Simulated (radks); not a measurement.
The numbers below are computed, except where a source is named.
Task: All-electron atom: Pm3+ in [Xe] 4f4. Code: a radial shooting solver on a logarithmic mesh with Libxc functionals. Model: Dirac Kohn-Sham, SOGGA, spin-unpolarised, spherical densities, point nucleus; open shells fill j = l - 1/2 first. Some entries of the table are withheld. Estimate them.

| orbital | occ. | eigenvalue (eV) | r(max) (bohr) | <r> (bohr) |
|---|---|---|---|---|
| 1s1/2 | 2 | -44991.47 | 0.01479 | 0.02318 |
| 2s1/2 | 2 | -7337.550 | 0.08398 | 0.09848 |
| 2p1/2 | 2 | (1) | 0.06371 | 0.08246 |
| 2p3/2 | 4 | (2) | 0.06925 | 0.08898 |
| 3s1/2 | 2 | (3) | 0.2389 | 0.2603 |
| 3p1/2 | 2 | -1458.538 | 0.2259 | 0.2499 |
| 3p3/2 | 4 | -1346.000 | 0.2377 | 0.2625 |
| 3d3/2 | 4 | -1057.448 | 0.1898 | 0.2340 |
| 3d5/2 | 6 | -1033.058 | 0.1932 | 0.2379 |
| 4s1/2 | 2 | -347.5371 | 0.5522 | 0.5922 |
| 4p1/2 | 2 | -284.3657 | 0.5586 | 0.6071 |
| 4p3/2 | 4 | -259.6444 | 0.5839 | 0.6355 |
| 4d3/2 | 4 | -155.6568 | 0.5971 | 0.6795 |
| 4d5/2 | 6 | -151.2423 | 0.6053 | 0.6895 |
| 5s1/2 | 2 | -69.0917 | 1.275 | 1.406 |
| 5p1/2 | 2 | -51.4824 | 1.386 | 1.559 |
| 5p3/2 | 4 | -47.8182 | 1.455 | 1.637 |
| 4f5/2 | 4 | -31.7348 | 0.6247 | 0.9338 |
| 4f7/2 | 0 | -31.2064 | 0.6294 | 0.9437 |
| 5d3/2 | 0 | -24.3671 | 1.868 | 2.213 |
| 5d5/2 | 0 | -23.9831 | 1.895 | 2.245 |
| 6s1/2 | 0 | -21.3846 | 3.019 | (4) |

Result: 
(1) 2p1/2 eigenvalue (eV): -6950.464
(2) 2p3/2 eigenvalue (eV): -6390.625
(3) 3s1/2 eigenvalue (eV): -1624.481
(4) 6s1/2 <r> (bohr): 3.233
